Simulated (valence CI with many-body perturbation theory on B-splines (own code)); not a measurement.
# Forbidden lines of Xe³⁹⁺

Calculated by valence CI with perturbative core correlation (CI+MBPT): five valence electrons over a frozen Dirac-Fock core [Ne], radial functions for each j: 11 s, 11 p, 10 d, 8 f, 5 g, 2 h, with the one-electron correlation potential Σ1, the two-electron term Σ2, the three-electron term Σ3, Breit, model QED; selected CI, second order for the rest, scaled by the run's own slope (own B-spline code, finite nucleus).

The last digits are not significant, and no measured levels were compared; by estimate large intervals hold to a few tenths of a per cent, small ones and those within an open d or f shell to about a per cent. Among the levels kept, up to 4700 cm⁻¹ of a level comes from second order outside the variational space, and about a tenth of that is noise between levels of different J, which matters for small intervals.

Lines 1 to 16 of 16 in falling wavelength, among levels below 39.919 Ry, chosen from the decays that carry over 1 % of a level's rate. Wavelengths and rates use the calculated energies. Electric multipoles are in the length gauge with retardation, E1 and E2 with the static RPA response of the core. M1 uses the relativistic operator with retardation. Weak lines are less certain than strong ones. Lines between different terms over intervals too small for the method are left out, as are lines whose strength nearly cancels. Branching is blank where the lifetime is uncertain.

Levels are named by their leading jj configuration (3d3/2^4 stands for four electrons in 3d with j = 3/2), which in mixed levels can hold well under half, so a name can repeat and another be missing. Letters in brackets count levels of one name in rising energy.

```tsv
λ vac (Å)	Upper	Lower	Type	A (s⁻¹)	Branch %
1461	(3s^2 3p1/2 3p3/2 3d5/2) J=9/2	(3s^2 3p1/2 3p3/2 3d5/2) J=7/2 [a]	M1	1.51e+03	
647.4	(3s^2 3p1/2 3p3/2 3d5/2) J=9/2	(3s^2 3p1/2 3p3/2 3d3/2) J=7/2	M1	4.50e+04	
206.8	(3s^2 3p3/2^2 3d5/2) J=9/2	(3s^2 3p1/2 3p3/2 3d5/2) J=7/2 [b]	M1	9.75e+05	21.2
196.4	(3s^2 3p1/2 3p3/2 3d5/2) J=9/2	(3s^2 3p1/2^2 3d5/2) J=5/2	E2	1.75e+03	
174.4	(3s^2 3p1/2 3p3/2^2) J=3/2	(3s^2 3p1/2^2 3p3/2) J=3/2	M1	3.84e+06	99.9
171.7	(3s^2 3p3/2^3) J=3/2	(3s^2 3p1/2 3p3/2^2) J=1/2	M1	9.67e+05	11.6
164.1	(3s^2 3p3/2^2 3d5/2) J=9/2	(3s^2 3p1/2 3p3/2 3d5/2) J=9/2	M1	1.84e+06	40.0
156.4	(3s^2 3p1/2 3p3/2^2) J=5/2	(3s^2 3p1/2^2 3p3/2) J=3/2	M1	6.99e+05	97.2
156.4	(3s^2 3p1/2 3p3/2^2) J=5/2	(3s^2 3p1/2^2 3p3/2) J=3/2	E2	1.89e+04	2.6
153.9	(3s^2 3p1/2 3p3/2 3d5/2) J=9/2	(3s 3p1/2^2 3p3/2^2) J=5/2	E2	5.07e+03	
150.7	(3s^2 3p3/2^3) J=3/2	(3s^2 3p1/2 3p3/2^2) J=5/2	M1	1.36e+06	16.2
147.5	(3s^2 3p3/2^2 3d5/2) J=9/2	(3s^2 3p1/2 3p3/2 3d5/2) J=7/2 [a]	M1	1.59e+06	34.6
138.8	(3s^2 3p1/2 3p3/2^2) J=1/2	(3s^2 3p1/2^2 3p3/2) J=3/2	M1	2.96e+06	99.2
137.1	(3s^2 3p3/2^3) J=3/2	(3s^2 3p1/2 3p3/2^2) J=3/2	M1	5.94e+06	71.2
130.9	(3s^2 3p3/2^2 3d5/2) J=9/2	(3s^2 3p1/2 3p3/2 3d3/2) J=7/2	M1	1.56e+05	3.4
72.88	(3s^2 3p1/2 3p3/2 3d5/2) J=9/2	(3s^2 3p1/2 3p3/2^2) J=5/2	M2	2.07e+03
```
